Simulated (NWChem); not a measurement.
Program: NWChem. System: Au2, charge 0, spin multiplicity 1, at a geometry optimised with PBE0/def2-SVP with def2 effective core potentials on Au. The structure started from a generated list of species. Level: CIS/def2-SVPD with def2 effective core potentials on Au.

Part of the output:

```
             Northwest Computational Chemistry Package (NWChem) 7.3.0
             --------------------------------------------------------

                                NWChem Input Module
                                -------------------

 Scaling coordinates for geometry "geometry" by  1.889725989
 (inverse scale =  0.529177249)

 Turning off AUTOSYM since
 SYMMETRY directive was detected!

                             Geometry "geometry" -> ""
                             -------------------------

 Output coordinates in angstroms (scale by  1.889725989 to convert to a.u.)

  No.       Tag          Charge          X              Y              Z
 ---- ---------------- ---------- -------------- -------------- --------------
    1 Au                  79.0000     0.00000000     0.00000000     1.26994200
    2 Au                  79.0000     0.00000000     0.00000000    -1.26994200

 Effective nuclear repulsion energy (a.u.)    1300.2937185348

            Nuclear Dipole moment (a.u.)
            ----------------------------
        X                 Y               Z
 ---------------- ---------------- ----------------
     0.0000000000     0.0000000000     0.0000000000

      Symmetry information
      --------------------

 Group name             D2h
 Group number             26
 Group order               8
 No. of unique centers     1

      Symmetry unique atoms

     1


 Summary of "ao basis" -> "" (spherical)
 ------------------------------------------------------------------------------
       Tag                 Description            Shells   Functions and Types
 ---------------- ------------------------------  ------  ---------------------
 *                         def2-svpd                  on all atoms

 Summary of "ao basis" -> "ao basis" (spherical)
 ------------------------------------------------------------------------------
       Tag                 Description            Shells   Functions and Types
 ---------------- ------------------------------  ------  ---------------------
 Au                        def2-svpd                13       35   6s4p2d1f

 Summary of "ao basis" -> "ao basis" (spherical)
 ------------------------------------------------------------------------------
       Tag                 Description            Shells   Functions and Types
 ---------------- ------------------------------  ------  ---------------------
 Au                        def2-svpd                13       35   6s4p2d1f
[...]
     Transition Moments   XX -0.00000  XY  0.00000  XZ -0.00000
     Transition Moments   YY -0.00000  YZ  0.00000  ZZ  0.00000
     Dipole Oscillator Strength                    0.0048160221
     Electric Quadrupole                           0.0000000000
     Magnetic Dipole                               0.0000000000
     Total Oscillator Strength                     0.0048160221

          sigma_e =   2.5571 Angstrom
          sigma_h =   1.6223 Angstrom
         |d_h->e| =   0.0000 Angstrom
            d_exc =   2.6795 Angstrom
            d_CD1 =   0.9348 Angstrom
            d_CD2 =  -2.0897 Angstrom
            d_CD3 =   2.6795 Angstrom
     Pearson C.C. =   0.2399

     Occ.   10  b3u ---  Virt.   23  ag       0.18475
     Occ.   10  b3u ---  Virt.   27  ag       0.06772
     Occ.   10  b3u ---  Virt.   31  ag       0.12948
     Occ.   17  b2g ---  Virt.   20  b1u      0.93227
     Occ.   17  b2g ---  Virt.   26  b1u      0.17953
     Occ.   17  b2g ---  Virt.   28  b1u     -0.13267
     Occ.   19  ag  ---  Virt.   22  b3u      0.14457
  ----------------------------------------------------------------------------
  Root   5 singlet b3u            0.199858123 a.u.                5.4384 eV
  ----------------------------------------------------------------------------
     Transition Moments    X -2.02672   Y  0.00000   Z -0.00000
     Transition Moments   XX  0.00000  XY -0.00000  XZ  0.00000
     Transition Moments   YY  0.00000  YZ -0.00000  ZZ -0.00000
     Dipole Oscillator Strength                    0.5472902904
     Electric Quadrupole                           0.0000000000
     Magnetic Dipole                               0.0000000000
     Total Oscillator Strength                     0.5472902904

          sigma_e =   2.7429 Angstrom
          sigma_h =   1.8852 Angstrom
         |d_h->e| =   0.0000 Angstrom
            d_exc =   3.3040 Angstrom
            d_CD1 =   0.8577 Angstrom
            d_CD2 =  -2.3140 Angstrom
            d_CD3 =   3.3040 Angstrom
     Pearson C.C. =   0.0156

     Occ.   12  b1g ---  Virt.   21  b2u     -0.11480
     Occ.   12  b1g ---  Virt.   29  b2u     -0.05527
     Occ.   13  ag  ---  Virt.   22  b3u     -0.11480
     Occ.   13  ag  ---  Virt.   30  b3u     -0.05527
     Occ.   14  au  ---  Virt.   24  b3g     -0.06543
     Occ.   14  au  ---  Virt.   32  b3g     -0.05239
     Occ.   15  b1u ---  Virt.   25  b2g     -0.06543
     Occ.   15  b1u ---  Virt.   33  b2g     -0.05239
     Occ.   17  b2g ---  Virt.   20  b1u     -0.14419
     Occ.   19  ag  ---  Virt.   22  b3u      0.95983
     Occ.   19  ag  ---  Virt.   30  b3u      0.05653
  ----------------------------------------------------------------------------
  Root   6 singlet b2u            0.199858124 a.u.                5.4384 eV
  ----------------------------------------------------------------------------
     Transition Moments    X -0.00000   Y -2.02671   Z  0.00000
     Transition Moments   XX  0.00000  XY  0.00000  XZ -0.00000
     Transition Moments   YY  0.00000  YZ  0.00000  ZZ  0.00000
     Dipole Oscillator Strength                    0.5472870877
     Electric Quadrupole                           0.0000000000
     Magnetic Dipole                               0.0000000000
     Total Oscillator Strength                     0.5472870877

          sigma_e =   2.7429 Angstrom
          sigma_h =   1.8852 Angstrom
         |d_h->e| =   0.0000 Angstrom
            d_exc =   3.3040 Angstrom
            d_CD1 =   0.8577 Angstrom
            d_CD2 =  -2.3140 Angstrom
            d_CD3 =   3.3040 Angstrom
     Pearson C.C. =   0.0156

     Occ.   12  b1g ---  Virt.   22  b3u     -0.11480
     Occ.   12  b1g ---  Virt.   30  b3u     -0.05527
     Occ.   13  ag  ---  Virt.   21  b2u      0.11480
     Occ.   13  ag  ---  Virt.   29  b2u      0.05527
     Occ.   14  au  ---  Virt.   25  b2g     -0.06542
     Occ.   14  au  ---  Virt.   33  b2g     -0.05239
     Occ.   15  b1u ---  Virt.   24  b3g      0.06542
     Occ.   15  b1u ---  Virt.   32  b3g      0.05239
     Occ.   16  b3g ---  Virt.   20  b1u      0.14419
     Occ.   19  ag  ---  Virt.   21  b2u      0.95983
     Occ.   19  ag  ---  Virt.   29  b2u      0.05652

              Target root =      1
          Target symmetry = none
      Ground state energy =   -269.596042019316
        Excitation energy =      0.124261464089
     Excited state energy =   -269.471780555226

  stored tddft:energy   -269.47178055522642

 Task  times  cpu:       15.2s     wall:       15.2s

 Total times  cpu:       15.3s     wall:       15.3s
```

Question: Write an NWChem input that would produce this output.

Answer: Several could match; the one computed here: 
```
start mol
memory heap 200 mb stack 900 mb global 1100 mb
geometry units angstroms nocenter noautoz
  Au     0.000000     0.000000     1.269942
  Au     0.000000     0.000000    -1.269942
  symmetry group D2h
end
basis spherical
  * library def2-svpd
end
ecp
  Au library def2-ecp
end
dft
  xc hfexch
  semidirect memsize 60000000 filesize 0
  iterations 100
end
tddft
  cis
  nroots 6
  notriplet
  thresh 1e-4
end
task tddft energy
```
